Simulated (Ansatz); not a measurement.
Name a neutral molecule of C, F, Ge, N, Si and H with LUMO energy (PBE0/def2-TZVPP) between -0.50 and -0.20 eV and LUMO energy (PBE/def2-TZVPP) between -1.15 and -0.85 eV (Ansatz, PBE0-D4/def2-TZVP geometry).

`F[SiH]1C[NH][GeH2]1` (-0.28 eV, -1.11 eV). Other molecules can fit too; these were computed, each in one conformer that needn't be the lowest.
